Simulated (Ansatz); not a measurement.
Relaxation of ClH3HfO3 (8 atoms, charge 0, multiplicity 1), to a largest force component of 0.02 eV/Å in at most 40 steps.

Level of theory: RKS CAM-B3LYP-D4/def2-SVP (Ansatz).

```xyz
8
Properties=species:S:1:pos:R:3:forces:R:3
Hf 0.000 0.000 0.000 0.42 0.58 -0.75
Cl 0.000 0.000 2.520 -0.08 -0.11 -1.89
O 1.952 0.000 -0.689 -2.16 -2.02 0.71
H 2.268 -0.952 -0.806 -0.26 1.80 0.08
O -0.975 1.689 -0.689 -0.65 -2.91 0.50
H -1.933 1.458 -0.912 1.65 0.74 0.27
O -0.975 -1.689 -0.689 0.41 1.40 2.67
H -1.430 -2.155 0.083 0.66 0.52 -1.59
```

Question: Where does it end, and by what steps?

Answer: It converged. After 8 steps the energy has fallen by 1.376 eV; H6 moved furthest, 0.71 Å.

| step | energy less start (eV) | largest force component (eV/Å) | accepted |
| --- | --- | --- | --- |
| 0 | 0.0000 | 2.913 | yes |
| 1 | -0.8031 | 1.779 | yes |
| 2 | -1.0413 | 0.409 | yes |
| 3 | -1.1394 | 0.438 | yes |
| 4 | -1.1871 | 1.458 | yes |
| 5 | -1.3104 | 0.399 | yes |
| 6 | -1.3686 | 0.188 | yes |
| 7 | -1.3753 | 0.025 | yes |
| 8 | -1.3756 | 0.016 | yes |

```xyz
8
Properties=species:S:1:pos:R:3
Hf -0.109 -0.154 0.155
Cl 0.096 0.240 2.502
O 1.645 -0.298 -0.609
H 2.491 -0.383 -1.047
O -1.055 1.312 -0.643
H -1.525 2.010 -1.097
O -1.079 -1.786 -0.121
H -1.556 -2.590 -0.322
```

Whether the end is a true minimum wasn't checked by a vibrational analysis.

Time of the run: 25 s on 2 threads of Intel(R) Xeon(R) 6975P-C (Granite Rapids), on a shared host, peak memory 0.3 GiB.
